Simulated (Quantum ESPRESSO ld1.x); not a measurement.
Species: the neodymium ion Nd3+. Configuration: [Kr] 4d10 4f3 5s1.5 5p6 5f0.5 (fractional occupations, a model configuration). All-electron calculation, Dirac Kohn-Sham, PBE, spin-unpolarised, spherical densities, point nucleus; open shells fill j = l - 1/2 first. Program: ld1.x of Quantum ESPRESSO 7.5.

Spin-orbit splittings of the eigenvalues, e(l+1/2) - e(l-1/2), with zeta = 2 splitting/(2l+1) and mean radii in bohr:

| shell | occ. | splitting (eV) | zeta (eV) | <r> j=l-1/2 | <r> j=l+1/2 |
|---|---|---|---|---|---|
| 2p | 6 | 520.0 | 346.7 | 0.08422 | 0.09063 |
| 3p | 6 | 103.8 | 69.20 | 0.2556 | 0.2681 |
| 3d | 10 | 22.43 | 8.973 | 0.2394 | 0.2433 |
| 4p | 6 | 22.62 | 15.08 | 0.6224 | 0.6503 |
| 4d | 10 | 4.021 | 1.608 | 0.6973 | 0.7072 |
| 4f | 3 | ? | ? | 0.9519 | 0.9607 |
| 5p | 6 | 3.499 | 2.333 | 1.574 | 1.646 |
| 5d | 0 | 0.3935 | 0.1574 | 2.182 | 2.211 |
| 5f | 0.5 | 0.02081 | 0.005946 | 4.497 | 4.510 |

Estimate the 4f splitting.

Answer. 0.4706 eV (zeta = 0.1344 eV).
